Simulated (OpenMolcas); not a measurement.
**Co+: effect of correlating more closed shells**

| Quantity | Value |
| --- | --- |
| Program | OpenMolcas |
| Basis | ANO-RCC-VQZP [7s6p4d3f2g1h] |
| Scalar Hamiltonian | DKH2, point nucleus |
| Active space | 8 electrons in 5 orbitals (3d) |
| State averaging | 2S+1 = 3 even, 10 roots; 2S+1 = 1 even, 15 roots |
| Spin-orbit coupling | state interaction with AMFI integrals over the reference wave functions, term energies averaged over their components |

Methods on the same reference wave functions:
A. CASSCF
B. SS-CASPT2, IPEA 0.25 Eh, imaginary shift 0.1 Eh (closed shells correlated: 3s 3p)
C. SS-CASPT2, IPEA 0.25 Eh, imaginary shift 0.1 Eh (closed shells correlated: 2s 2p 3s 3p)

Energies in cm-1 above 3d8 3F4, the measured ground level; measured values from NIST Handbook of Basic Atomic Spectroscopic Data.

| Level | A | B | C | Measured |
| --- | --- | --- | --- | --- |
| 3d8 3F4 | 0.0 | 0.0 | 0.0 | 0.0 |
| 3d8 3F3 | 962 | 963 | 963 | 950 |
| 3d8 3F2 | 1633 | 1617 | 1617 | 1597 |
| 3d8 1D2 | 14487 | 10640 | 10610 |  |
| 3d8 3P2 | 17586 | 13900 | 13850 |  |
| 3d8 3P1 | 17901 | 14220 | 14170 |  |
| 3d8 3P0 | 18101 | 14410 | 14360 |  |
| 3d8 1G4 | 22487 | 18920 | 18910 |  |
| 3d8 1S0 | 54258 | 42890 | 42800 |  |

Deviations, from unrounded energies. A percentage is the sum of absolute deviations over the sum of measured energies, with the sign that they share, or ± where signs differ.

```json
{"Against measurement": "mean absolute deviation (cm-1)", "Levels": "2", "A": "24", "B": "17", "C": "17"}
{"Against measurement": "fine structure of the ground term (%)", "Levels": "2", "A": "+1.9", "B": "+1.3", "C": "+1.3"}
```

B, C lie about equally close to measurement and A furthest from it. The largest miss of C in the table is 3d8 3F2, by +20 cm-1. The ranking rests on the paired levels alone, and a cruder setting can come out closer through cancelling errors.

Between B and C the level of the table that moves most is 3d8 1S0, by 96 cm-1 (lowest in C, highest in B). Moves below CASPT2's spread within the term are not significant.

The two smallest mean deviations differ by little beside CASPT2's spread within terms, so their order carries little weight.

From A to B the spin-free energies of the other terms of 3d8 shown, above 3F, scale by factors of 0.72 to 0.84, as is usual when dynamic correlation screens the repulsion within a d or f shell.

The lowest spin-free term lies below A's lowest term by 0.732 hartree in B, 0.796 hartree in C.

What an inner shell adds also hangs on whether the basis holds functions to correlate it.

Term energies are means over components that CASPT2 splits; among the terms shown or strongly mixed into the levels shown the widest spread is 1200 cm-1 (3d8 3F, C). Without dynamic correlation excited terms often stand tens of per cent too high (terms of higher spin than the ground term too low), and those without a measured partner can miss by more than the paired ones (holds for A). Measured partners are found by configuration, term and J. A level has none where our copy of the source lacks it or the pairing is in doubt (some pairs that miss far off the trend of their configuration count as doubtful), and it then counts in no deviation. Levels of configurations outside the active space are missing.
